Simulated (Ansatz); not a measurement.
Born–Oppenheimer molecular dynamics of C₂H₁₁BOSi₂ (17 atoms, charge 0, multiplicity 1). It goes on from the last frame of an earlier run, with new velocities.

Computed with Ansatz 0.2.0, UKS BLYP/STO-3G.

- ensemble: NVT, Langevin thermostat
- time step: 0.5 fs
- steps asked: 123
- set temperature: 1500 K
- friction: 0.01 /fs
- temperature schedule: 30 steps to 1500 K, then 92 steps to 4500 K
- seed: 645983

Frames 5 fs apart, positions in Å, forces in eV/Å.

Velocities at 0.0 fs (Å/ps):

```
B 12.61 -10.23 9.67
Si -5.36 -6.12 -0.43
Si 0.26 6.58 5.62
O -7.81 -7.75 -13.56
C 5.01 6.28 -7.14
C -5.22 5.90 -2.94
H 35.08 -9.49 57.38
H -12.70 -44.68 -66.51
H 3.42 41.53 -25.55
H 13.91 45.79 0.67
H 18.21 -37.41 -16.87
H -11.46 35.65 24.12
H 10.94 34.57 57.58
H 83.84 59.44 22.07
H 32.79 -22.11 59.38
H -45.28 -30.10 4.86
H 4.80 1.57 -30.18
```

```xyz
17
Properties=species:S:1:pos:R:3:forces:R:3 time_fs=0.0 energy_less_start_eV=0.000 T=1412
B 0.501 -2.702 -1.018 -0.83 0.41 0.62
Si 0.767 -0.935 -0.256 -0.53 0.39 -0.11
Si 1.462 0.478 -1.920 -0.01 0.47 -0.42
O -0.791 -0.417 0.453 0.93 -0.04 0.36
C -0.571 0.899 1.163 -0.52 -0.31 -0.78
C -1.978 1.257 1.804 1.43 1.15 -1.52
H 1.270 -3.369 -1.554 0.77 -0.39 -0.40
H -0.585 -3.113 -0.911 -0.39 -0.40 -0.18
H 1.816 -0.977 0.749 0.26 0.08 0.31
H 2.219 1.642 -1.448 -0.12 -0.21 -0.01
H 2.331 -0.252 -2.841 -0.07 0.09 0.06
H 0.330 1.000 -2.711 0.33 -0.20 0.25
H -0.306 1.671 0.381 -0.14 0.20 0.34
H 0.270 0.910 1.902 -0.02 -0.23 0.31
H -2.295 0.590 2.560 -0.36 -1.61 1.52
H -2.675 1.197 0.972 -0.80 0.12 -0.41
H -1.986 2.270 2.222 0.06 0.50 0.06
17
Properties=species:S:1:pos:R:3:forces:R:3 time_fs=5.0 energy_less_start_eV=1.148 T=877
B 0.549 -2.761 -0.970 -1.39 -1.40 -1.03
Si 0.732 -0.962 -0.260 0.46 0.89 -0.13
Si 1.462 0.519 -1.895 0.75 -0.30 -0.75
O -0.828 -0.449 0.408 1.61 2.55 1.46
C -0.550 0.937 1.151 0.33 0.93 0.25
C -1.987 1.272 1.797 -0.39 -1.23 1.61
H 1.486 -3.408 -1.330 -0.14 0.29 0.28
H -0.553 -3.308 -1.238 1.58 0.98 0.59
H 1.889 -0.808 0.648 -0.44 -0.34 0.32
H 2.241 1.736 -1.457 -0.29 -1.19 -0.12
H 2.296 -0.388 -2.828 -0.88 1.43 0.74
H 0.311 1.134 -2.563 0.21 -0.37 -0.26
H -0.335 1.894 0.538 -0.27 -1.48 -0.87
H 0.429 1.098 1.913 -2.73 -1.60 -1.24
H -2.104 0.590 2.756 -0.18 1.37 -1.80
H -2.885 1.072 1.071 1.80 0.21 1.08
H -2.020 2.357 2.119 -0.02 -0.75 -0.16
17
Properties=species:S:1:pos:R:3:forces:R:3 time_fs=10.0 energy_less_start_eV=1.214 T=866
B 0.581 -2.826 -0.927 2.67 0.68 -0.16
Si 0.705 -0.980 -0.257 0.92 0.97 -0.31
Si 1.475 0.548 -1.894 -2.49 -1.29 1.42
O -0.844 -0.455 0.386 1.09 3.08 1.92
C -0.558 1.004 1.159 -4.69 -2.15 -4.03
C -1.973 1.286 1.811 2.05 1.40 1.67
H 1.663 -3.391 -1.033 -1.15 0.27 0.26
H -0.301 -3.302 -1.469 -1.23 -0.60 -0.27
H 1.891 -0.781 0.627 -0.72 -0.44 0.31
H 2.286 1.579 -1.429 1.39 0.98 0.65
H 2.082 -0.366 -2.739 1.18 -0.61 -1.73
H 0.366 1.238 -2.484 -0.39 0.04 -0.60
H -0.450 1.875 0.458 0.66 -0.64 -0.49
H 0.245 1.008 1.843 1.84 -0.35 1.84
H -2.002 0.819 2.775 0.05 -0.64 1.58
H -2.876 0.971 1.362 -1.28 -0.91 -2.05
H -2.084 2.371 1.995 0.09 0.20 0.01
17
Properties=species:S:1:pos:R:3:forces:R:3 time_fs=15.0 energy_less_start_eV=1.220 T=813
B 0.645 -2.879 -0.896 -0.44 0.61 -1.21
Si 0.697 -0.980 -0.253 -0.32 0.44 -1.07
Si 1.484 0.560 -1.888 0.54 -0.45 0.22
O -0.860 -0.430 0.388 0.55 2.23 1.31
C -0.616 1.037 1.110 0.71 -4.17 -0.42
C -1.945 1.314 1.863 -2.32 -0.03 2.07
H 1.688 -3.416 -0.659 -0.63 -0.38 -0.22
H -0.207 -3.361 -1.675 1.19 0.43 1.36
H 1.779 -0.935 0.687 0.33 0.09 0.94
H 2.569 1.566 -1.347 -1.44 -1.47 -0.92
H 1.998 -0.391 -2.954 -0.09 1.28 0.62
H 0.331 1.316 -2.452 0.71 -0.24 0.16
H -0.408 1.765 0.248 0.29 -0.25 1.20
H 0.223 0.841 1.945 -1.10 1.14 -2.11
H -1.894 0.958 2.995 0.03 0.58 -2.34
H -2.908 0.795 1.410 2.07 1.01 0.50
H -2.124 2.435 1.905 -0.07 -0.82 -0.08
17
Properties=species:S:1:pos:R:3:forces:R:3 time_fs=20.0 energy_less_start_eV=0.707 T=920
B 0.687 -2.907 -0.893 0.86 1.17 1.24
Si 0.683 -0.967 -0.267 0.43 0.13 0.20
Si 1.507 0.573 -1.886 -1.43 -2.29 -0.56
O -0.868 -0.386 0.409 -0.26 0.36 -0.05
C -0.653 1.002 1.038 -0.85 -2.20 -0.01
C -1.954 1.342 1.937 3.21 1.67 -2.33
H 1.589 -3.554 -0.420 -0.55 0.19 -0.49
H -0.045 -3.400 -1.638 -0.50 -0.33 -0.50
H 1.623 -0.960 0.900 -0.24 0.20 -0.57
H 2.518 1.390 -1.387 1.41 0.94 0.52
H 1.914 -0.144 -3.107 0.33 0.13 0.48
H 0.481 1.421 -2.417 -0.53 0.45 0.12
H -0.305 1.689 0.259 -0.52 1.19 -0.56
H 0.165 0.903 1.718 1.78 0.09 1.42
H -1.732 1.136 2.952 0.10 -0.86 1.83
H -2.669 0.733 1.484 -2.69 -1.40 -0.51
H -2.163 2.410 1.861 -0.54 0.55 -0.23
17
Properties=species:S:1:pos:R:3:forces:R:3 time_fs=25.0 energy_less_start_eV=1.264 T=779
B 0.746 -2.877 -0.862 -1.25 0.09 0.25
Si 0.651 -0.954 -0.282 0.63 0.48 0.55
Si 1.527 0.573 -1.882 -0.51 2.03 0.68
O -0.878 -0.352 0.427 -0.98 -1.83 -1.35
C -0.693 0.946 0.979 4.67 2.30 2.82
C -1.915 1.365 1.964 -0.05 -1.77 -0.69
H 1.454 -3.595 -0.252 0.37 0.06 -0.14
H 0.042 -3.416 -1.666 0.34 0.42 0.10
H 1.454 -0.869 0.978 0.22 0.09 -0.80
H 2.722 1.316 -1.345 -0.87 -0.58 -0.23
H 1.905 0.189 -3.194 0.49 -1.13 -0.68
H 0.546 1.643 -2.348 0.61 -0.88 1.01
H -0.333 1.736 0.225 -1.26 -0.17 0.08
H 0.353 0.959 1.677 -2.43 -0.15 -1.12
H -1.583 1.199 3.086 -1.04 0.17 -2.20
H -2.721 0.593 1.564 0.90 1.71 1.60
H -2.246 2.434 1.798 0.18 -0.83 0.14
17
Properties=species:S:1:pos:R:3:forces:R:3 time_fs=30.0 energy_less_start_eV=1.556 T=894
B 0.792 -2.851 -0.791 -1.28 0.26 -0.29
Si 0.622 -0.931 -0.297 0.56 0.75 0.19
Si 1.538 0.593 -1.863 1.65 0.55 -1.59
O -0.886 -0.326 0.425 -1.37 -3.19 -1.91
C -0.673 0.920 0.996 -2.86 4.75 -2.12
C -1.838 1.371 1.973 -0.19 -1.43 -1.85
H 1.466 -3.522 -0.086 0.06 -0.12 -0.40
H 0.175 -3.293 -1.733 0.67 0.03 0.63
H 1.361 -0.704 0.929 1.02 -0.10 -0.01
H 2.773 1.202 -1.256 -0.79 -0.57 -0.21
H 2.065 0.247 -3.345 -1.18 0.10 2.46
H 0.677 1.782 -2.027 0.01 -0.50 -0.03
H -0.511 1.804 0.244 -0.48 -1.05 0.31
H 0.145 1.026 1.583 4.66 -0.14 2.96
H -1.535 1.202 2.966 0.71 0.40 2.30
H -2.665 0.719 1.839 -1.46 -1.72 -0.39
H -2.307 2.309 1.775 0.29 1.97 -0.06
17
Properties=species:S:1:pos:R:3:forces:R:3 time_fs=35.0 energy_less_start_eV=1.631 T=901
B 0.830 -2.828 -0.711 0.14 0.68 0.41
Si 0.605 -0.919 -0.309 1.29 1.40 0.67
Si 1.552 0.617 -1.834 -1.79 -0.39 1.64
O -0.912 -0.350 0.412 -0.09 -1.01 0.13
C -0.670 0.964 1.027 2.30 1.25 0.02
C -1.794 1.371 1.944 -4.10 0.18 4.66
H 1.509 -3.483 0.041 -0.56 0.02 -0.84
H 0.427 -3.092 -1.776 0.05 -1.06 -0.14
H 1.506 -0.552 0.796 0.14 -0.42 -0.01
H 2.702 1.031 -1.151 1.32 0.41 0.66
H 2.021 0.265 -3.118 -0.12 -0.25 -1.28
H 0.673 1.786 -1.717 0.13 -0.13 -0.74
H -0.758 1.710 0.194 1.20 0.38 -0.08
H 0.330 1.166 1.764 -1.91 -0.90 -2.78
H -1.382 1.309 3.053 -1.10 0.66 -1.99
H -2.733 0.668 2.003 1.74 0.76 -0.68
H -2.281 2.418 1.743 1.36 -1.58 0.33
17
Properties=species:S:1:pos:R:3:forces:R:3 time_fs=40.0 energy_less_start_eV=1.809 T=842
B 0.861 -2.794 -0.643 -0.52 0.54 -2.75
Si 0.588 -0.912 -0.312 1.49 1.85 0.51
Si 1.553 0.643 -1.789 0.45 -1.05 1.38
O -0.934 -0.379 0.409 0.50 0.63 1.40
C -0.674 1.045 1.059 -3.09 -2.20 -5.08
C -1.837 1.384 1.987 0.05 -1.51 -0.64
H 1.417 -3.541 0.050 0.03 -0.56 0.23
H 0.670 -2.943 -1.855 0.28 -1.02 1.44
H 1.679 -0.532 0.593 -0.36 -0.45 0.91
H 2.807 0.958 -1.030 -0.81 0.08 -0.65
H 2.030 0.231 -3.108 -0.53 0.39 -0.20
H 0.632 1.756 -1.605 0.29 0.41 -0.86
H -0.824 1.643 0.104 0.79 0.51 0.91
H 0.259 1.226 1.508 2.62 0.14 0.99
H -1.401 1.500 2.926 0.58 -0.07 3.07
H -2.629 0.606 1.992 -0.06 0.46 -0.13
H -2.116 2.360 1.698 -1.71 1.85 -0.53
17
Properties=species:S:1:pos:R:3:forces:R:3 time_fs=45.0 energy_less_start_eV=2.256 T=925
B 0.859 -2.780 -0.642 0.68 -1.75 -0.03
Si 0.601 -0.903 -0.321 0.88 1.85 0.45
Si 1.561 0.666 -1.756 0.08 -2.18 -2.46
O -0.937 -0.421 0.442 0.44 1.96 1.10
C -0.732 1.079 1.019 3.36 -2.28 -1.12
C -1.886 1.418 2.047 2.16 2.30 -0.12
H 1.332 -3.660 0.048 -0.55 1.01 0.08
H 0.804 -3.149 -1.739 -0.31 -0.23 -0.79
H 1.698 -0.527 0.581 -0.37 -0.55 0.90
H 2.711 0.954 -0.943 0.53 0.49 -0.15
H 2.072 0.235 -3.257 -1.13 1.03 2.70
H 0.645 1.775 -1.674 0.05 0.65 -0.55
H -0.821 1.747 0.159 -0.70 0.51 -1.00
H 0.442 1.286 1.241 -2.55 -0.75 0.82
H -1.502 1.588 3.148 -0.91 -0.68 -2.02
H -2.561 0.544 1.895 -0.75 0.78 0.54
H -2.156 2.470 1.576 -0.92 -2.16 1.64
17
Properties=species:S:1:pos:R:3:forces:R:3 time_fs=50.0 energy_less_start_eV=2.047 T=1517
B 0.897 -2.791 -0.664 0.22 -2.59 -1.76
Si 0.634 -0.881 -0.323 -0.40 0.76 0.91
Si 1.563 0.658 -1.765 -2.61 2.70 3.54
O -0.956 -0.438 0.528 1.08 1.76 -0.79
C -0.765 1.078 0.896 -4.40 -0.10 -0.08
C -1.913 1.459 2.078 -0.07 -3.39 -4.27
H 1.326 -3.567 0.107 0.01 0.54 1.13
H 0.882 -3.531 -1.671 -0.50 1.88 0.54
H 1.595 -0.602 0.752 -0.05 -0.24 0.15
H 2.659 1.127 -0.927 0.38 -0.05 -0.51
H 1.876 0.423 -3.042 1.23 -1.12 -3.40
H 0.687 1.922 -1.898 0.80 -1.50 0.26
H -1.070 1.903 0.111 0.68 -1.96 0.30
H 0.239 1.250 1.134 2.85 0.71 1.25
H -1.697 1.490 3.131 0.74 0.42 1.05
H -2.632 0.580 1.869 0.55 1.13 0.79
H -2.381 2.312 1.590 -0.51 1.05 0.91
17
Properties=species:S:1:pos:R:3:forces:R:3 time_fs=55.0 energy_less_start_eV=3.092 T=1314
B 0.973 -2.841 -0.673 -0.56 0.67 2.99
Si 0.676 -0.858 -0.323 -1.54 -1.06 1.69
Si 1.549 0.672 -1.748 0.15 3.09 -1.97
O -0.974 -0.401 0.589 1.39 -0.17 -2.35
C -0.825 1.067 0.751 1.35 -0.68 7.21
C -1.930 1.451 2.058 -2.57 0.72 -1.72
H 1.272 -3.332 0.425 -0.10 0.26 -1.47
H 0.795 -3.595 -1.517 0.01 -0.34 -1.23
H 1.415 -0.809 0.960 0.45 0.53 -0.65
H 2.704 1.174 -0.971 -0.03 -0.36 -0.64
H 1.851 0.508 -3.229 0.30 -1.04 1.43
H 0.860 1.999 -2.107 -0.04 -1.37 1.25
H -1.104 1.766 0.007 -0.52 1.25 -2.42
H 0.284 1.296 1.181 -2.22 0.11 -1.07
H -1.816 1.394 3.196 1.34 0.72 -1.38
H -2.738 0.739 1.959 -0.24 -2.45 -0.38
H -2.737 2.268 1.757 2.84 0.14 0.71
```

Of the whole run (62 fs, mean temperature of the second half 1166 K): The schedule's set-point averaged 3538 K over the second half and the system 1166 K, so it lags behind the ramp. A run of 0.061 ps of so small a system gives no equilibrium averages. Limits of this set-up: minimal basis.

Run time: 23 min on 1 CPU thread of a shared host.
